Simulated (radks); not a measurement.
All-electron atom: Tc+ in [Kr] 4d5 5s1. All-electron calculation, Dirac Kohn-Sham, BLYP, spin-unpolarised, spherical densities, finite nucleus; open shells fill j = l - 1/2 first; Fermi nuclear charge, rms radius 4.4112 fm. Program: a radial shooting solver on a logarithmic mesh with Libxc functionals.

Radial electron density D(r) = 4 pi r^2 rho(r):

r (bohr),D(r) (e/bohr)
0.002398,4.238
0.003198,6.836
0.004231,10.64
0.005644,16.29
0.007527,23.94
0.01004,33.38
0.01339,43.39
0.01786,51.57
0.02382,54.98
0.03177,52.42
0.04204,47.60
0.05607,47.89
0.07478,57.52
0.09974,67.22
0.133,62.09
0.1774,46.81
0.2366,44.11
0.3156,51.99
0.4176,44.00
0.557,22.56
0.7429,12.63
0.9908,12.76
1.322,9.615
1.763,4.668
2.351,1.935
3.135,0.7833
4.149,0.2477
5.533,0.04183
7.38,0.002923

D(r) has 4 maxima, at r = 0.0242, 0.106, 0.329, 0.967 bohr, and minima at 0.0485, 0.213, 0.798 bohr, inside which lie 2.06, 11.14, 29.27 electrons.
